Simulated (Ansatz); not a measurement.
The cluster Cs₂Cl₂⁻, relaxed as a quartet with UKS PBE-D4/def2-TZVPD in Ansatz, starting from the PBE-D4/def2-TZVPD geometry of the charge -1 doublet. Force threshold 0.02 eV/Å.

In the def2 sets Cs takes a core potential; there is no spin–orbit coupling. The highest occupied level of the charge -1 quartet lies above zero (up to 0.36 eV). It is a level of α spin, whose loss leaves a triplet; that state wasn't run at this geometry and level. The electron is either unbound and held by the finite basis, or the level is raised by self-interaction error. In the quartet, Cl3 and Cl4 lie 2.66 Å apart (atoms count from 1), so these atoms are partly bonded to each other. The relaxation made no stability test and no search for a lower SCF solution. At PBE-D4/def2-TZVPD a doublet of charge -1 lies 3.48 eV below the quartet, each at its own geometry. The structure comes from a short search, and lower isomers may exist.

Start:

```
atom    x (Å)    y (Å)    z (Å)
 Cs1  -1.6048   1.2561  -1.0656
 Cs2   1.6051  -1.2564   1.0648
 Cl3   1.4722   1.7104  -0.2011
 Cl4  -1.4725  -1.7101   0.2019
```

| step | energy (eV) | largest force component (eV/Å) | SCF passes |
| --- | --- | --- | --- |
| 1 | -26134.9975 | 0.622 | 36 |
| 2 | -26135.1734 | 0.312 | 28 |
| 3 | -26135.2719 | 0.178 | 69 |
| 4 | -26135.3833 | 0.213 | 24 |
| 5 | -26135.5299 | 0.320 | 22 |
| 6 | -26135.7138 | 0.402 | 20 |
| 7 | -26135.9136 | 0.305 | 20 |
| 8 | -26135.9407 | 0.235 | 19 |
| 9 | -26135.9476 | 0.277 | 19 |
| 10 | -26135.9665 | 0.022 | 19 |
| 11 | -26135.9667 | 0.005 | 14 |

Force components are those of the run's own axes.

End:

```xyz
4

Cs   -2.2250    1.7413   -1.4778
Cs    2.2256   -1.7421    1.4759
Cl    0.8656    1.0062   -0.1176
Cl   -0.8662   -1.0054    0.1195
```

By distances, no bond broke or formed, bridged metal pairs apart. The bond that changes most is Cs1–Cl3, from 3.23 to 3.46 Å (atoms count from 1). Metal–metal contacts that move far: Cs1–Cs2 4.60 to 6.38 Å.

No frequencies were taken in this run, so the end may be a saddle point.

It took 30 s on 4 threads of Arm Neoverse V2 on a shared host.
